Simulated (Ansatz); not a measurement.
Born–Oppenheimer molecular dynamics of GaH3N (5 atoms, charge 0, multiplicity 2). It starts at the highest image of a converged band. Of that band: The profile has 2 maxima (images 4, 6) with wells between them (image 5): this band takes more than one step, which may be the mechanism or a detour left from its start path. Neighbouring images differ by up to 2.2 eV, so the band resolves the path poorly. A vibrational analysis at the climbing image gives one clearly imaginary mode, 1236i cm⁻¹: a first-order saddle point.

The calculation used UKS PBE-D4/def2-SVP in Ansatz 0.2.0.

```yaml
ensemble: NVE (velocity Verlet)
time_step: 0.5 fs
steps_asked: 200
starting_velocities_drawn_for: 300 K
seed: 4630
```

Frames 1 fs apart, positions in Å.

Velocities at 25.0 fs (Å/ps):

```
N 19.33 -4.42 7.12
Ga -2.48 2.78 0.03
H -22.65 8.88 -60.08
H 14.25 -49.08 -13.04
H -88.75 -90.62 -28.09
```

```xyz
5
Properties=species:S:1:pos:R:3 time_fs=25.0 energy_less_start_eV=-1.507 T=4174
N 0.573 -0.951 0.189
Ga -0.563 0.590 -0.233
H -0.062 -1.581 0.730
H -1.425 0.571 -1.832
H 1.453 -1.204 0.125
5
Properties=species:S:1:pos:R:3 time_fs=26.0 energy_less_start_eV=-1.219 T=3471
N 0.589 -0.954 0.196
Ga -0.566 0.593 -0.233
H -0.081 -1.571 0.669
H -1.408 0.522 -1.841
H 1.399 -1.306 0.095
5
Properties=species:S:1:pos:R:3 time_fs=27.0 energy_less_start_eV=-1.580 T=4340
N 0.599 -0.955 0.204
Ga -0.568 0.596 -0.233
H -0.096 -1.565 0.610
H -1.387 0.473 -1.842
H 1.419 -1.438 0.056
5
Properties=species:S:1:pos:R:3 time_fs=28.0 energy_less_start_eV=-1.532 T=4231
N 0.606 -0.953 0.211
Ga -0.570 0.598 -0.233
H -0.113 -1.567 0.556
H -1.362 0.425 -1.835
H 1.468 -1.580 0.012
5
Properties=species:S:1:pos:R:3 time_fs=29.0 energy_less_start_eV=-1.124 T=3197
N 0.614 -0.951 0.218
Ga -0.572 0.600 -0.233
H -0.136 -1.577 0.508
H -1.333 0.377 -1.821
H 1.504 -1.708 -0.030
5
Properties=species:S:1:pos:R:3 time_fs=30.0 energy_less_start_eV=-0.744 T=2222
N 0.623 -0.950 0.224
Ga -0.575 0.602 -0.233
H -0.162 -1.594 0.465
H -1.301 0.332 -1.800
H 1.513 -1.808 -0.065
5
Properties=species:S:1:pos:R:3 time_fs=31.0 energy_less_start_eV=-0.530 T=1672
N 0.633 -0.951 0.229
Ga -0.576 0.604 -0.234
H -0.186 -1.611 0.424
H -1.267 0.287 -1.774
H 1.492 -1.873 -0.091
5
Properties=species:S:1:pos:R:3 time_fs=32.0 energy_less_start_eV=-0.517 T=1638
N 0.643 -0.954 0.233
Ga -0.578 0.606 -0.234
H -0.203 -1.625 0.384
H -1.232 0.245 -1.744
H 1.444 -1.902 -0.108
5
Properties=species:S:1:pos:R:3 time_fs=33.0 energy_less_start_eV=-0.700 T=2106
N 0.654 -0.959 0.236
Ga -0.580 0.608 -0.235
H -0.209 -1.629 0.345
H -1.196 0.204 -1.712
H 1.371 -1.893 -0.114
5
Properties=species:S:1:pos:R:3 time_fs=34.0 energy_less_start_eV=-0.977 T=2806
N 0.665 -0.967 0.238
Ga -0.581 0.609 -0.235
H -0.205 -1.624 0.308
H -1.163 0.164 -1.680
H 1.280 -1.848 -0.111
5
Properties=species:S:1:pos:R:3 time_fs=35.0 energy_less_start_eV=-1.014 T=2877
N 0.674 -0.977 0.239
Ga -0.582 0.611 -0.235
H -0.193 -1.609 0.274
H -1.131 0.124 -1.651
H 1.183 -1.776 -0.102
5
Properties=species:S:1:pos:R:3 time_fs=36.0 energy_less_start_eV=-0.459 T=1481
N 0.681 -0.986 0.240
Ga -0.583 0.612 -0.236
H -0.181 -1.585 0.246
H -1.103 0.085 -1.626
H 1.105 -1.708 -0.099
```

Of the whole run (100 fs, mean temperature of the second half 2894 K): The conserved energy stayed within 3.1 meV per atom of its start (net change -0.52 meV per atom), so the integration is sound. The system heated up, since it started high on the potential surface and ran downhill. A run of 0.1 ps of so small a system gives no equilibrium averages.

The run took 5.5 min on 1 thread of Arm Neoverse V2 (shared host), peak memory 0.11 GiB.
